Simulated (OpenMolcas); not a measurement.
**Se²⁺: effect of the active space**

```json
{
  "Program": "OpenMolcas 26.06",
  "Method": "MS-CASPT2 or its RAS form, IPEA 0.25 Eh, imaginary shift 0.1 Eh",
  "Basis": "ANO-RCC-VTZP",
  "Scalar Hamiltonian": "DKH2, point nucleus",
  "Spin-orbit coupling": "RASSI with atomic mean-field integrals over the reference wave functions, term energies averaged over their components"
}
```

A. 4 electrons in 4 orbitals (4s 4p); 2S+1 = 3 even, 6 roots; 2S+1 = 1 even, 11 roots; 2S+1 = 5 odd, 1 root; 2S+1 = 3 odd, 9 roots; 2S+1 = 1 odd, 8 roots; closed shells correlated: 3d; CASPT2 step roughly 5 core-seconds
B. 4 electrons in 9 orbitals (RAS2 4s 4p; RAS3 4d, at most 2 electrons); 2S+1 = 3 even, 6 roots; 2S+1 = 1 even, 12 roots; 2S+1 = 5 odd, 1 root; 2S+1 = 3 odd, 8 roots; 2S+1 = 1 odd, 8 roots; closed shells correlated: 3d; CASPT2 step roughly 27 core-seconds

Energies in cm-1 above 4s2 4p2 3P0, the measured ground level; measured values from Moore, Atomic Energy Levels, vol. II, NSRDS-NBS 35 (1971 reprint of NBS Circular 467, 1952).

```csv
Level,A,B,Measured
4s2 4p2 3P0,0.0,0.0,0.0
4s2 4p2 3P1,1558,1547,1741
4s2 4p2 3P2,3570,3590,3937
4s2 4p2 1D2,12770,13250,13032
4s2 4p2 1S0,27220,28550,
4s 4p3 5S* 2,62760,64260,
4s 4p3 3D* 2,89260,90400,92723
4s 4p3 3D* 1,89290,90350,
4s 4p3 3D* 3,89500,90790,
4s 4p3 3P* 0,106130,104900,106482
4s 4p3 3P* 1,106220,104990,
4s 4p3 3P* 2,106390,104870,
```

Deviations, from unrounded energies. A percentage is the sum of absolute deviations over the sum of measured energies, with the sign that they share, or ± where signs differ.

```csv
Against measurement,Levels,A,B
mean absolute deviation (cm-1),5,920,930
fine structure of the ground term (%),2,-9.7,-9.5
other terms of the ground configuration (%),1,-2.0,+1.7
other configurations (%),2,-1.9,-2.0
```

A, B lie about equally close to measurement. The largest miss of A in the table is 4s 4p3 3D* 2, by -3500 cm-1. The ranking rests on the paired levels alone, and a cruder setting can come out closer through cancelling errors.

The two smallest mean deviations differ by little beside CASPT2's spread within terms, so their order carries little weight.

Between A and B the level of the table that moves most is 4s 4p3 3P* 2, by 1500 cm-1 (lowest in B, highest in A). Moves below CASPT2's spread within the term are not significant.

CASPT2 does not keep the components of a term degenerate, so their means are used; among the terms shown or strongly mixed into the levels shown the widest spread is 930 cm-1 (4s 4p3 3D*, A). Over all roots computed the reference weight is 0.86 to 0.98 in A; the roots of lowest weight are the least certain, and an intruder state may touch them. Terms of s pⁿ other than that of highest spin mix with s² pⁿ⁻² d, which this space lacks; all of them can be thousands of cm-1 off, and some have no real level of that name (holds for A). The run also gave levels led by 4s 4p2 4d, 4s2 4p 4d, which use shells meant for correlation; these and all levels above them are left out (holds for B). Some terms mix strongly with configurations of 4d, whose occupation reaches 0.19 (4s 4p3 3D*, 4s 4p3 3P*) (holds for B). Computed and measured levels are paired by configuration, term and J; levels that our copy of the source lacks, or whose pairing is in doubt (as where it misses far off the trend of its configuration), stay unpaired and out of the deviations. Only configurations of the active space appear. The table leaves out levels that lie high or whose names do not pair safely across all columns.

* marks odd parity.
